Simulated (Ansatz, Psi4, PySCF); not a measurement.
C4H10, charge +1, doublet, at a GFN2-xTB geometry (a state made from the parent by changing its charge; the spin is typed, not shown lowest). Base run: CCSD(T)/STO-3G (PySCF).

Input for PySCF:
```python
from pyscf import gto, scf, cc

mol = gto.Mole()
mol.atom = '''
    C    -0.025573    1.388622   -0.504993
    C     0.015268    0.070720    0.224700
    C     1.282077   -0.731327    0.073364
    C    -1.269377   -0.716916    0.242195
    H     0.925515    1.914752   -0.460682
    H    -0.254149    1.214257   -1.563569
    H    -0.823398    2.040659   -0.147203
    H     0.088081    0.407982    1.296296
    H     2.172655   -0.161982    0.342456
    H     1.423012   -0.997934   -0.981288
    H     1.254103   -1.658509    0.641602
    H    -1.268155   -1.503025    0.998319
    H    -2.141786   -0.081007    0.375860
    H    -1.390255   -1.241788   -0.713384
'''
mol.basis = 'sto-3g'
mol.charge = 1
mol.spin = 1
mol.verbose = 3
mol.build()

mf = scf.UHF(mol)
mf.kernel()

mycc = cc.CCSD(mf)
mycc.kernel()
et = mycc.ccsd_t()
print('E(CCSD(T)) = %.10f' % (mycc.e_tot + et))
```

The same geometry, method and basis name were run in Ansatz (a first-principles code) and Psi4 and PySCF, at each program's defaults and at the settings that a row names. The base is PySCF at its defaults. Differences at the defaults can come from grids, fitting, cores and function types together.

| code and settings | ΔE vs base (mEh) | basis functions | E (Eh) | SCF cycles |
|---|---|---|---|---|
| PySCF, defaults (exact integrals, spherical functions, all electrons correlated) | 0.000 | 30 | -155.37826 | 11 |
| Psi4, defaults (exact integrals, spherical functions, all electrons correlated) | 0.000 | 30 | -155.37826 | 13 |
| Ansatz, defaults (factorised integrals, spherical functions, frozen core) | 1.851 | 30 | -155.37641 | - |
| PySCF, frozen core | 1.822 | 30 | -155.37643 | 11 |
| Psi4, exact integrals, spherical functions, frozen core | 1.822 | 30 | -155.37643 | 13 |
| Ansatz, high accuracy, frozen core | 1.822 | 30 | -155.37643 | - |

Open shells are given as the SCF converged; they aren't shown to be the lowest states, and a large step between rows can be another state.
